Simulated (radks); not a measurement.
The numbers below are computed, except where a source is named.
Species: Ho3+. Configuration: [Xe] 4f9.5 6s0.5 (fractional occupations, a model configuration).

Code: a radial shooting solver on a logarithmic mesh with Libxc functionals. Model: Dirac Kohn-Sham, PBE, spin-unpolarised, spherical densities, finite nucleus; open shells are shared between the two j in proportion to 2j + 1; Fermi nuclear charge, rms radius 5.2022 fm.

Energy parts (eV):
| part | energy |
|---|---|
| total | -343554.62 |
| kinetic | 377954.26 |
| electron-nucleus | -846129.86 |
| Hartree | 131980.15 |
| exchange-correlation | -7359.17 |

Orbitals (lengths in bohr, moments of r in powers of bohr; <r^-3> diverges for s and p1/2; r(max) is where P^2 peaks):
orbital,occ.,eigenvalue (eV),r(max),<r^2>,<1/r>,<r^-3>
1s1/2,2,-55461.41,0.01311,0.0005883,76.04,-
2s1/2,2,-9304.292,0.07480,0.009112,18.25,-
2p1/2,2,-8858.166,0.05625,0.006582,18.23,-
2p3/2,4,-8001.338,0.06237,0.007805,15.88,11580
3s1/2,2,-2109.098,0.2115,0.06030,6.674,-
3p1/2,2,-1913.728,0.1990,0.05589,6.590,-
3p3/2,4,-1734.791,0.2118,0.06278,5.993,2509
3d3/2,4,-1399.522,0.1675,0.04962,5.875,425.6
3d5/2,6,-1360.437,0.1711,0.05153,5.729,373.7
4s1/2,2,-447.8899,0.4839,0.3031,2.795,-
4p1/2,2,-370.2170,0.4866,0.3168,2.688,-
4p3/2,4,-329.8838,0.5137,0.3545,2.483,566.3
4d3/2,4,-201.8575,0.5172,0.4000,2.265,82.38
4d5/2,6,-194.5008,0.5260,0.4147,2.215,71.17
5s1/2,2,-83.6009,1.119,1.726,1.078,-
5p1/2,2,-61.6309,1.211,2.129,0.9617,-
5p3/2,4,-55.9019,1.288,2.413,0.8928,79.59
4f5/2,4.07143,-40.7987,0.5145,0.7393,1.703,11.01
4f7/2,5.42857,-39.7163,0.5194,0.7617,1.681,10.57
6s1/2,0.5,-24.6713,2.723,9.760,0.4327,-

The highest occupied level is 6s1/2 at -24.671 eV. The density falls to 0.001 e/bohr^3 at r = 3.64 bohr. Summed over all electrons, <r^2> = 37.19 bohr^2, which gives a Langevin (diamagnetic) susceptibility term of -29.5 x 10^-6 cm^3/mol.
